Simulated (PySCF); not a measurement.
Two species compared at the same levels of theory.

First species: C4H9B.
InChI=1S/C4H9B/c1-2-4-5-3-1/h5H,1-4H2

Second species: SnCl2(nBu)2, C8H18Cl2Sn.
Geometry (PBE0-D3(BJ)/def2-SVP, Å), atoms numbered from 1 in this order:
```
atom  x, y, z in Å
Sn1    0.3847   -0.0127    0.4284
Cl2    0.5345    0.0512    2.7889
Cl3    2.6210   -0.0313   -0.3452
C4    -0.3677    1.9035   -0.1672
C5     0.5468    3.0171    0.3302
C6     0.1224    4.4147   -0.1181
C7    -1.2277    4.8666    0.4169
H8    -0.4345    1.8900   -1.2679
H9    -1.3918    1.9853    0.2298
H10    0.5952    2.9842    1.4329
H11    1.5735    2.8245   -0.0227
H12    0.8997    5.1276    0.2048
H13    0.1192    4.4540   -1.2221
H14   -1.4570    5.8963    0.1038
H15   -2.0493    4.2277    0.0569
H16   -1.2469    4.8410    1.5186
C17   -0.3779   -1.9486   -0.0858
C18    0.5238   -3.0509    0.4594
C19    0.0603   -4.4625    0.1026
C20    0.0967   -4.7789   -1.3850
H21   -1.4024   -2.0209    0.3142
H22   -0.4448   -1.9657   -1.1853
H23    1.5526   -2.9008    0.0879
H24    0.5817   -2.9568    1.5567
H25    0.7037   -5.1793    0.6403
H26   -0.9597   -4.6214    0.4954
H27   -0.1960   -5.8218   -1.5789
H28   -0.5889   -4.1386   -1.9625
H29    1.1091   -4.6355   -1.7962
```

Levels: CAM-B3LYP/def2-SVPD for HOMO energy, LUMO energy, HOMO–LUMO gap and static isotropic polarisability; TDDFT CAM-B3LYP/def2-SVPD for lowest singlet excitation; TDA CAM-B3LYP/def2-SVPD for lowest triplet excitation (Tamm–Dancoff). Geometries: PBE0-D3(BJ)/def2-SVP. All species are isolated and taken at one optimised geometry (atoms past krypton carry core potentials, spin–orbit coupling is left out); the electronic structure was computed with PySCF and density fitting.

Values for the first species:

- HOMO energy: -9.78 eV
- LUMO energy: 0.46 eV
- HOMO–LUMO gap: 10.24 eV
- Lowest singlet excitation: 5.91 eV
- Lowest triplet excitation (Tamm–Dancoff): 5.37 eV
- Static isotropic polarisability: 59.6 au

Task: Estimate the same properties for the second species, and the change in each.

Result: 
| property | first | second | second less first |
| --- | --- | --- | --- |
| HOMO energy | -9.78 eV | -9.17 eV | +0.61 eV |
| LUMO energy | 0.46 eV | -0.05 eV | -0.51 eV |
| HOMO–LUMO gap | 10.24 eV | 9.12 eV | -1.12 eV |
| lowest singlet excitation | 5.91 eV | 6.28 eV | +0.37 eV |
| lowest triplet excitation (Tamm–Dancoff) | 5.37 eV | 5.35 eV | -0.02 eV |
| static isotropic polarisability | 59.6 au | 168.0 au | +108.4 au |

On the first: The polarisability is 8.83 Å³ as a volume (1 au = 0.148185 Å³), or 1.57 au for each of the 38 electrons. S1 lies 4.33 eV below the HOMO–LUMO gap; its leading configuration is HOMO→LUMO, weight 0.96.

On the second: In wavenumbers S1 is 50600 cm⁻¹ (1 eV = 8065.54 cm⁻¹). The polarisability is 24.89 Å³ as a volume (1 au = 0.148185 Å³). Atoms past krypton carry effective core potentials; spin–orbit coupling is left out.

One conformer stands for the species.
